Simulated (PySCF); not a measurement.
A series of substituents X on one scaffold: SiH2Cl-X. All species are isolated molecules in the gas phase. One relaxed conformer stands for each flexible species; it need not be the lowest. Strings in code marks are SMILES.

These are PySCF with PBE0-D4/def2-TZVP values and carry that method's errors. All candidates: neutral, multiplicity 1. Excitations are Tamm–Dancoff values on a coarser integration grid. The basis has no diffuse functions, so Rydberg states are missing or too high.

```
Item                    Value
-------------------  --------
HOMO–LUMO gap         8.58 eV
HOMO                 -8.17 eV
T1 excitation (TDA)   6.83 eV
```

Task: Name which member has these values.
(A) `Cl[SiH2][GeH3]`
(B) `CO[SiH2]Cl` (C–O–Si–Cl torsion 180°)
(C) `C[S@@](=O)[SiH2]Cl` (O–S–Si–Cl torsion 174°)
(D) `CC(C)[SiH2]Cl` (C–C–Si–Cl torsion 177°)

Result: D, `CC(C)[SiH2]Cl` (C–C–Si–Cl torsion 177°). The others give `C[S@@](=O)[SiH2]Cl` (O–S–Si–Cl torsion 174°): 6.10 eV, -6.78 eV, 3.97 eV; `Cl[SiH2][GeH3]`: 7.71 eV, -8.15 eV, 5.67 eV; `CO[SiH2]Cl` (C–O–Si–Cl torsion 180°): 8.76 eV, -8.45 eV, 6.90 eV
